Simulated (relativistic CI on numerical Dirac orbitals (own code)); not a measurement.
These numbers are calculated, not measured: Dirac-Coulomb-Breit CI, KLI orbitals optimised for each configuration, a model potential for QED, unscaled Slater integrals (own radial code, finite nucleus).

Configuration list (outside the closed core 1s2): 2s²2p⁶, 2s²2p⁵3s, 2s²2p⁵3p, 2s²2p⁵3d, 2s2p⁶3s, 2s2p⁶3p, 2s2p⁶3d, 2s²2p⁵4s, 2s²2p⁵4p, 2s²2p⁵4d, 2s²2p⁵4f, 2s2p⁶4s, 2s2p⁶4p, 2s²2p⁴3s², 2s2p⁶4d, 2s2p⁶4f, 2s²2p⁴3s3p, 2s²2p⁵5s, 2s²2p⁵5p, 2s²2p⁵5d, 2s²2p⁵5f, 2s²2p⁵5g, 2s²2p⁴3s3d, 2s²2p⁴3p², 2s²2p⁴3p3d, 2s2p⁵3s², 2s²2p⁴3d², 2s2p⁵3s3p, 2s2p⁵3s3d, 2s2p⁵3p², 2s2p⁶5s, 2s2p⁶5p, 2s2p⁶5d, 2s2p⁶5f, 2s2p⁶5g, 2s2p⁵3p3d. Levels of other configurations are missing.

At this charge energies of transitions that change n are usually good to better than 1 %, and those within a shell (Δn = 0) to a few per cent.

Outline of the computed level scheme of Cs XLVI. Lowest level of each configuration: 2s²2p⁶ ¹S0 at 0.00 eV; 2s²2p⁵3s ³P°2 at 4383.62 eV; 2s²2p⁵3p ³P1 at 4478.83 eV; 2s²2p⁵3d ³P°0 at 4684.15 eV; 2s2p⁶3s ³S1 at 5066.32 eV; 2s2p⁶3p ³P°0 at 5161.91 eV; 2s2p⁶3d ³D1 at 5371.94 eV; 2s²2p⁵4s ³P°2 at 6022.47 eV; 2s²2p⁵4p ³P1 at 6062.00 eV.

Some strong electric-dipole decays among the lowest 45 levels: 2s²2p⁵3d ¹P°1 → 2s²2p⁶ ¹S0 (5.8e+14 s⁻¹); 2s²2p⁵3d ³D°1 → 2s²2p⁶ ¹S0 (5.3e+14 s⁻¹); 2s²2p⁵3s ³P°1 → 2s²2p⁶ ¹S0 (1.7e+14 s⁻¹); 2s2p⁶3p ¹P°1 → 2s²2p⁶ ¹S0 (1.3e+14 s⁻¹); 2s2p⁶3p ³P°1 → 2s²2p⁶ ¹S0 (4.4e+13 s⁻¹); 2s²2p⁵3s ¹P°1 → 2s²2p⁶ ¹S0 (3.9e+13 s⁻¹); 2s²2p⁵4s ¹P°1 → 2s²2p⁶ ¹S0 (1.3e+13 s⁻¹); 2s²2p⁵4p ³P1 → 2s²2p⁵3s ³P°2 (1.3e+13 s⁻¹).

LS names give the leading component of a level, which can be under half, so a name can repeat, a term be missing and a line seem to break the LS rules.
